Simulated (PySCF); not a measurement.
**Adding and removing an electron: TeH**

PBE0; PySCF, scalar-relativistic core potentials, basis sets Te aug-cc-pVDZ-PP with ECP28, H aug-cc-pVDZ. Neutral (UKS): doublet (π ↑), Re = 1.666 Å, ωe = 2149 cm⁻¹, De = 2.89 eV, HOMO -6.37 eV, LUMO -4.30 eV.

TeH⁺ (UKS): triplet (π ↑↑), Re = 1.678 Å, ωe = 2117 cm⁻¹, De = 2.75 eV to Te⁺ + H. The energies at the minima are -268.59462 hartree for TeH and -268.27008 for TeH⁺.

**Question.** Work out the adiabatic ionisation energy, without and with harmonic zero-point energies (1 hartree = 27.2114 eV, 1 eV = 8065.5 cm⁻¹), and the change of the bond length.

**Answer.** At PBE0: 0.32454 hartree = 8.831 eV between the minima; the zero-point term (2117.0 − 2149.0)/2 cm⁻¹ = -0.002 eV makes it 8.829 eV. Re changes by +1.2 pm against the neutral. The electron leaves a π orbital, which is non-bonding in a hydride.

TeH⁻ (UKS): singlet (closed shell), Re = 1.674 Å, ωe = 2078 cm⁻¹, De = 3.08 eV to Te⁻ + H. The energies at the minima are -268.59462 hartree for TeH and -268.67672 for TeH⁻.

**Question.** Work out the adiabatic electron affinity, without and with harmonic zero-point energies (1 hartree = 27.2114 eV, 1 eV = 8065.5 cm⁻¹), and the change of the bond length.

**Answer.** At PBE0: 0.08210 hartree = 2.234 eV between the minima; the zero-point term (2149.0 − 2078.0)/2 cm⁻¹ = +0.004 eV makes it 2.238 eV. Re changes by +0.8 pm against the neutral. The electron enters a π orbital, which is non-bonding in a hydride.

Spin–orbit coupling is left out, which matters for elements this heavy, above all for dissociation energies. For an ion De counts to the pair picked by the measured ionisation energies or electron affinities, which need not be the lowest pair at this level. States were picked by a PBE0 search and need not be the measured ground states.
